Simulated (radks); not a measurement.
Species: the samarium ion Sm19+. Configuration: [Kr] 4d7. Method: scalar-relativistic Kohn-Sham, PBEsol, spin-polarised, spherical densities, finite nucleus; open shells are filled with parallel spins first (spin-orbit coupling, left out, can overturn this in heavy ions); Fermi nuclear charge, rms radius 5.0819 fm; computed with a radial shooting solver on a logarithmic mesh with Libxc functionals.

X-ray form factor f0, the Fourier transform of the density (f0(0) = 43):

sin(theta)/lambda (1/angstrom)  f0 (electrons)
0.05                                    42.870
0.1                                     42.483
0.15                                    41.852
0.2                                     40.996
0.25                                    39.942
0.3                                     38.719
0.4                                     35.908
0.5                                     32.842
0.6                                     29.778
0.8                                     24.366
1                                       20.380
1.25                                    17.093
1.5                                     14.796
2                                       11.025
